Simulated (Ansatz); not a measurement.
Harmonic frequencies (cm⁻¹) at PBE0-D4/def2-TZVP from Ansatz: 123, 132, 132, 171, 172, 175, 407, 442, 442, 631, 823, 823, 1265, 1443, 1443, 3074, 3179, 3179.

(1) Which molecule is it?
A. `[CH3][Ge]([Cl])([Cl])[Cl]`
B. `Cl[CH2][GeH]([Cl])[Cl]`
C. `C#[C][GeH3]`
D. `[F][Ge]([F])([F])[GeH3]`

Results:

(1) A.
